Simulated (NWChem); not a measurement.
Molecule: SiHF3; SMILES F[SiH](F)F

Results from NWChem. The level has its own optimisation; frequencies are unscaled.

### Question
Predict the results for Hartree-Fock/3-21G. Quantities: r F–Si (Å); r H–Si (Å); highest harmonic frequency (cm⁻¹); lowest (cm⁻¹); zero-point energy (kcal/mol); dipole (D).

### Answer
```
Property                           Value
---------------------------------  -----
r F–Si (Å)                         1.601
r H–Si (Å)                         1.446
highest harmonic frequency (cm⁻¹)   2555
lowest (cm⁻¹)                        315
zero-point energy (kcal/mol)        12.4
dipole (D)                          2.45
```
